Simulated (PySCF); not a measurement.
B(Cl)(Me)(SiH3) (CH6BClSi), SMILES CB([SiH3])Cl. Geometry optimised at PBE-D3(BJ)/def2-SVP. The structure was generated by enumeration, and PubChem lists no compound with its InChIKey, so it may never have been made.

Computed equilibrium geometry at PBE-D3(BJ)/def2-SVP (PySCF confirms it by a frequency run) as a Z-matrix:
```
B
C 1 1.5622
H 2 1.1071 1 115.12
H 2 1.1123 3 109.64 1 -125.10
H 2 1.1148 3 108.71 4 -113.42
Cl 1 1.7733 2 119.90 3 5.15
Si 1 2.0357 2 124.45 3 -175.39
H 7 1.5083 1 110.42 2 -122.98
H 7 1.5084 8 108.08 1 -124.22
H 7 1.5089 8 107.35 9 -116.12
```
Charge 0, spin multiplicity 1.
